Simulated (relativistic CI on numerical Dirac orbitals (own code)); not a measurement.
**Hyperfine structure of Ca III, mass number 43**

Computed by Dirac-Coulomb-Breit CI, orbitals from a KLI potential per configuration, QED by a radiative potential, valence Slater integrals scaled by 0.85, P86 correlation energy added to each configuration (own radial code, finite nucleus).

Configurations in the expansion (outside the closed core [Ne]): 3s2 3p6, 3s2 3p5 3d, 3s2 3p5 4s, 3s 3p6 3d, 3s2 3p5 4p, 3s2 3p5 4d, 3s2 3p5 5s, 3s2 3p5 5p, 3s2 3p5 4f, 3s2 3p5 5d, 3s2 3p5 5f, 3s2 3p5 5g, 3s 3p6 4s, 3p6 3d2, 3p5 3d3, 3p5 3d2 4s, 3p5 3d2 4p, 3p5 3d2 4d, 3p5 3d2 5s. Double excitations out of closed p, d and f shells are left out; levels of such configurations are missing from the list, as are those of other unlisted configurations, and high levels can miss mixing partners. These lack a partner that the ground configuration has and come out too high: 3s2 3p5 5p, 3s2 3p5 4f, 3s2 3p5 5d, 3s2 3p5 5f, 3s2 3p5 5g.

Nuclear spin I = 7/2, μ = -1.31733 μN, Q = -0.0408 b (tables of Stone and Pyykkö). The electronic factors are computed for point nuclear moments, without core polarisation; leaving it out makes A of s and p electrons in near-neutral atoms 20 to 40 % too small, and it can dominate for d and f shells.

| Level | E (cm⁻¹) | A (MHz) | B (MHz) |
| --- | --- | --- | --- |
| 3s2 3p5 3d 3P°_1 | 204931.8 | 73.29 | -3.63 |
| 3s2 3p5 3d 3P°_2 | 205911.9 | 130.6 | 2.46 |
| 3s2 3p5 3d 3F°_4 | 212555.9 | -159.7 | 67.7 |
| 3s2 3p5 3d 3F°_3 | 213663.0 | -272.8 | 57.7 |
| 3s2 3p5 3d 3F°_2 | 214644.4 | -467.8 | 52.9 |
| 3s2 3p5 3d 3D°_3 | 226952.8 | -122.8 | -50.9 |
| 3s2 3p5 3d 1D°_2 | 227375.1 | -238 | -68.7 |
| 3s2 3p5 3d 3D°_1 | 228096.7 | 26.23 | -26.3 |

Levels with J = 0, under 50 % of one LS term, or S terms without an open s electron are left out. Small factors come from cancelling terms and can be off by tens of per cent or more.

For a near-neutral ion this model can misplace configurations by up to about 10,000 cm⁻¹ (more where the count of f electrons changes) and terms by 10 to 25 % of their spread. Rates follow the energies as ν³ (E1, M1) or ν⁵ (E2), so they and the lifetimes can be off by large factors. The fine structure of a lone outer electron comes out too small, for d and f at times inverted, and misplaced configurations move strength between like terms. 39 of the 51 excited levels that our extract of the measured tables holds in this range could be paired (the sources list more); they are missed by 1864 cm⁻¹ on average and 4606 at most, and levels without a partner can miss by more.

(1) Give the hyperfine levels of 3s2 3p5 3d 3F°_4 relative to its centre of gravity.

Results:

(1) With K = F(F + 1) − I(I + 1) − J(J + 1), E = AK/2 + B[¾K(K + 1) − I(I + 1)J(J + 1)]/[2I(2I − 1)J(2J − 1)]: F = 1/2: 2828, F = 3/2: 2580, F = 5/2: 2168, F = 7/2: 1595, F = 9/2: 865, F = 11/2: -18.14, F = 13/2: -1048, F = 15/2: -2219 MHz.

LS names give the leading component of a level, which can be under half, so a name can repeat, a term be missing and a line seem to break the LS rules.
